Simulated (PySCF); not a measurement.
# Basis and Hamiltonian dependence of the ionisation energy of B⁺

B⁺ [He] 2s2 (1S) → B²⁺ [He] 2s1 (2S). All values are computed (PySCF 2.14, energy differences of UHF-based or UKS calculations, no spin-orbit coupling). Values in eV.

```json
{"basis": "cc-pVDZ", "Hamiltonian": "non-relativistic", "functions": "14", "UHF": "23.488", "r2SCAN": "n/a", "PBE0": "n/a", "MP2 (valence)": "24.372", "CCSD(T) (valence)": "25.081", "CCSD(T) (valence and next inner shell)": "n/a"}
{"basis": "aug-cc-pVDZ-DK", "Hamiltonian": "spin-free X2C", "functions": "23", "UHF": "23.499", "r2SCAN": "24.308", "PBE0": "24.621", "MP2 (valence)": "24.387", "CCSD(T) (valence)": "25.095", "CCSD(T) (valence and next inner shell)": "n/a"}
{"basis": "aug-cc-pwCVDZ", "Hamiltonian": "non-relativistic", "functions": "27", "UHF": "23.441", "r2SCAN": "24.244", "PBE0": "24.563", "MP2 (valence)": "24.366", "CCSD(T) (valence)": "25.066", "CCSD(T) (valence and next inner shell)": "25.068"}
{"basis": "ANO-RCC-VTZP", "Hamiltonian": "spin-free X2C", "functions": "30", "UHF": "23.455", "r2SCAN": "24.264", "PBE0": "24.572", "MP2 (valence)": "24.431", "CCSD(T) (valence)": "25.093", "CCSD(T) (valence and next inner shell)": "25.100"}
{"basis": "def2-TZVPPD", "Hamiltonian": "non-relativistic", "functions": "37", "UHF": "23.441", "r2SCAN": "24.254", "PBE0": "24.557", "MP2 (valence)": "24.406", "CCSD(T) (valence)": "25.059", "CCSD(T) (valence and next inner shell)": "25.055"}
{"basis": "aug-cc-pVTZ-DK", "Hamiltonian": "spin-free X2C", "functions": "46", "UHF": "23.448", "r2SCAN": "24.257", "PBE0": "24.562", "MP2 (valence)": "24.428", "CCSD(T) (valence)": "25.075", "CCSD(T) (valence and next inner shell)": "n/a"}
{"basis": "aug-cc-pVTZ", "Hamiltonian": "non-relativistic", "functions": "46", "UHF": "23.442", "r2SCAN": "24.251", "PBE0": "24.555", "MP2 (valence)": "24.422", "CCSD(T) (valence)": "25.070", "CCSD(T) (valence and next inner shell)": "n/a"}
{"basis": "aug-cc-pCVTZ-DK", "Hamiltonian": "spin-free X2C", "functions": "59", "UHF": "23.449", "r2SCAN": "24.267", "PBE0": "24.571", "MP2 (valence)": "24.449", "CCSD(T) (valence)": "25.089", "CCSD(T) (valence and next inner shell)": "25.114"}
{"basis": "def2-QZVPPD", "Hamiltonian": "non-relativistic", "functions": "63", "UHF": "23.443", "r2SCAN": "24.257", "PBE0": "24.561", "MP2 (valence)": "24.466", "CCSD(T) (valence)": "25.094", "CCSD(T) (valence and next inner shell)": "25.097"}
{"basis": "dyall-av3z", "Hamiltonian": "non-relativistic", "functions": "71", "UHF": "23.443", "r2SCAN": "24.265", "PBE0": "24.562", "MP2 (valence)": "24.468", "CCSD(T) (valence)": "25.103", "CCSD(T) (valence and next inner shell)": "n/a"}
{"basis": "aug-cc-pCVTZ-DK with one added diffuse shell each of s, p, d, f type", "Hamiltonian": "spin-free X2C", "functions": "75", "UHF": "23.449", "r2SCAN": "24.267", "PBE0": "24.571", "MP2 (valence)": "24.450", "CCSD(T) (valence)": "25.090", "CCSD(T) (valence and next inner shell)": "25.114"}
{"basis": "aug-cc-pwCVQZ", "Hamiltonian": "non-relativistic", "functions": "109", "UHF": "23.443", "r2SCAN": "24.265", "PBE0": "24.561", "MP2 (valence)": "24.489", "CCSD(T) (valence)": "n/a", "CCSD(T) (valence and next inner shell)": "25.142"}
{"basis": "aug-cc-pCVQZ-DK", "Hamiltonian": "spin-free X2C", "functions": "109", "UHF": "23.449", "r2SCAN": "24.272", "PBE0": "24.567", "MP2 (valence)": "24.492", "CCSD(T) (valence)": "n/a", "CCSD(T) (valence and next inner shell)": "n/a"}
{"basis": "aug-cc-pV5Z", "Hamiltonian": "non-relativistic", "functions": "127", "UHF": "23.443", "r2SCAN": "24.263", "PBE0": "24.561", "MP2 (valence)": "24.496", "CCSD(T) (valence)": "25.107", "CCSD(T) (valence and next inner shell)": "n/a"}
```

Extrapolation of MP2 (valence) from aug-cc-pCVTZ-DK and aug-cc-pCVQZ-DK: the correlation parts are 1.001 and 1.043 eV; with the X⁻³ form and unrounded values, (4³ × 1.043 − 3³ × 1.001)/(4³ − 3³) = 1.074 eV, and adding the Hartree-Fock value 23.449 eV of the larger basis gives 24.523 eV.

Frozen in the all-electron rows: valence: 1s2; valence and next inner shell: nothing.

Reference for a calculation without spin-orbit coupling: 25.155 eV (measured, between term centres; NIST).
